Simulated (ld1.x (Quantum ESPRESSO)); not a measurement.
What the settings do to the TM semilocal potential of holmium (Ho)

Base potential:

```
Element                 : holmium (Ho)
Generator               : ld1.x (Quantum ESPRESSO) 7.5
Type                    : norm-conserving Troullier–Martins (semilocal form)
Functional              : LDA (PZ)
Relativity              : scalar-relativistic
Frozen core             : [Kr] 4d10 5s2
Valence charge          : 19
Reference configuration : 4f11 5p6 5d0.5 6s1.5 6p0
Partial waves           : 5p (bound): rc 2.10 bohr; 5d (bound): rc 2.50 bohr; 4f (bound): rc 1.15 bohr; 6s (bound): rc 3.55 bohr
Local potential         : the s channel
Core correction         : a·sin(br)/r model core, default radius (core density twice the valence density)
```

All-electron outer shells of the reference configuration (LDA (PZ), scalar-relativistic, ld1.x):

| shell | level (eV) | outermost node (bohr) | outermost maximum (bohr) |
| --- | --- | --- | --- |
| 4d | -158.61 | 0.25 | 0.52 |
| 5s | -50.08 | 0.61 | 1.13 |
| 5p | -25.58 | 0.66 | 1.29 |
| 6s | -3.84 | 1.55 | 3.39 |
| 4f | -2.95 | – | 0.52 |
| 6p | -1.19 | 1.90 | 4.87 |
| 5d | -1.03 | 0.75 | 2.16 |

Cutoffs, loose and tight: the cutoffs (Ry, on a coarse ladder) from which the occupation-weighted sum of valence levels, in a spherical-Bessel basis at the reference potential, stays within 10 and 1 mRy of its value at 400 Ry. They do not see the model core or the augmentation charge, which bear on the density cutoff. Test errors are all-electron minus pseudo excitation energies from the reference, over the configurations 4f11 5p6 5d0 6s2 6p0; 4f11 5p6 5d0 6s1 6p0; 4f11 5p6 5d0 6s0 6p0; 4f10 5p6 5d1 6s2 6p0; 4f11 5p6 5d1 6s1 6p0; 4f10 5p6 5d0 6s2 6p0; 4f11 5p6 5d0 6s1.5 6p0 (two spin-polarised tests are not counted in the largest error). A dash means not determined; rows that change the core or the reference have their own tests.

Cutoffs are not given where the Bessel-basis levels miss the radial ones by over 6 mRy, ghosts where they miss by over 20 mRy; a channel whose overlap is not positive is not tested.

A semilocal file is local in each channel, so a ghost entry of none says nothing of the separable form that plane-wave codes build from it.

```tsv
change	outcome	bound ghosts	largest test error (meV)
base	generated	not determined	-132
all radii but the core radius scaled by about 0.77 (s 2.74, p 1.62, d 1.92, f 0.88 bohr)	generated	not determined	-186
all radii but the core radius scaled by about 0.89 (s 3.16, p 1.88, d 2.24, f 1.02 bohr)	generated	not determined	-192
all radii but the core radius scaled by about 1.27 (s 4.52, p 2.68, d 3.18, f 1.46 bohr)	generated	not determined	+378
all radii but the core radius scaled by about 1.38 (s 4.92, p 2.90, d 3.46, f 1.60 bohr)	generated	not determined	+603
```

**Question.** What comes out with this change to the base: all radii but the core radius scaled by about 1.18 (s 4.20, p 2.48, d 2.96, f 1.36 bohr)?

**Answer.** outcome: generated; bound ghosts: not determined; largest test error (meV): +195.

**Question.** What comes out with this change to the base: all radii but the core radius scaled by about 1.08 (s 3.84, p 2.26, d 2.70, f 1.24 bohr)?

**Answer.** outcome: generated; bound ghosts: not determined; largest test error (meV): -91.
